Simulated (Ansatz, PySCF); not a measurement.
GeH₆O₂Si, SMILES O[SiH2][GeH2][OH].

Coordinates come from a B3LYP-D3(BJ)/def2-SVP optimisation. This is a generated structure with no PubChem entry under its InChIKey; it may be hypothetical. One conformer was computed; it need not be the lowest.

Vertical ionisation energy (IE) and electron affinity (EA) in eV. Rows of orbital energies are one-electron estimates. Where ΔSCF, EOM or ADC give a negative EA the extra electron is unbound and the value depends on the basis.

```csv
level,IE,EA
"−ε(HOMO), −ε(LUMO), PBE0/def2-TZVP (PySCF)",8.05,0.82
"−ε(HOMO), −ε(LUMO), PBE/def2-TZVP (PySCF)",6.87,1.66
"ΔSCF, PBE0/def2-SVPD (Ansatz), final states of multiplicity 2 and 2",?,?
"ΔSCF, PBE/def2-SVPD (Ansatz), final states of multiplicity 2 and 2",9.80,-0.34
```

Problem. What belongs in the gaps? (The exact figures need the calculation; the answer reports its results.)

Solution. 
- ΔSCF, PBE0/def2-SVPD (Ansatz, an electronic-structure program), final states of multiplicity 2 and 2, IE: 10.16
- ΔSCF, PBE0/def2-SVPD (Ansatz), final states of multiplicity 2 and 2, EA: -0.51

Problem. What vertical singlet–triplet gap does ΔSCF give with PBE0/def2-SVPD (Ansatz) and with PBE/def2-SVPD (Ansatz)? (The exact figures need the calculation; the answer reports its results.)

Solution. 5.31 and 4.98 eV (triplet above singlet where positive).
